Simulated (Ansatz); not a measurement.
The cluster Ta4⁻, relaxed as a doublet with UKS PBE0-D4/def2-SVPD in Ansatz, starting from the GFN1-xTB geometry. Force threshold 0.02 eV/Å.

In the def2 sets Ta takes a core potential; there is no spin–orbit coupling. The charge -1 doublet is spin-contaminated (final ⟨S²⟩ up to 1.38, 0.75 for a pure state). The highest occupied level of the charge -1 doublet lies above zero (up to 0.26 eV). It is a level of α spin, whose loss leaves a singlet; that state wasn't run at this geometry and level. The electron is either unbound and held by the finite basis, or the level is raised by self-interaction error. The relaxation made no stability test and no search for a lower SCF solution. The structure comes from a short search, and lower isomers may exist.

Start:

```
atom   x (Å)   y (Å)   z (Å)
 Ta1   0.755  -1.359   0.384
 Ta2   0.825   0.840  -1.086
 Ta3  -0.113   0.928   1.380
 Ta4  -1.467  -0.408  -0.678
```

**Question.** Estimate the energy that the relaxation releases and the steps that it takes.

**Answer.** 0.38 eV, in 6 steps; 2.5 min on 2 threads of Arm Neoverse V2 on a shared host. The force fell under the threshold at step 5, but the optimiser went on. No frequencies were taken in this run, so the end may be a saddle point.

**Question.** Does the start keep its bonding and symmetry?

**Answer.** By distances, no bond broke or formed. The bond that changes most is Ta3–Ta4, from 2.80 to 2.61 Å (atoms count from 1). Point group C2v at the start, C2v at the end, both within 0.05 Å.

**Question.** Predict the relaxed structure.

**Answer.** 
```xyz
4

Ta    0.755   -1.306    0.351
Ta    0.821    0.788   -1.051
Ta   -0.157    0.882    1.310
Ta   -1.419   -0.363   -0.610
```
Bond lengths (bridged metal pairs left out): 6 × Ta–Ta 2.52 to 2.61 Å.
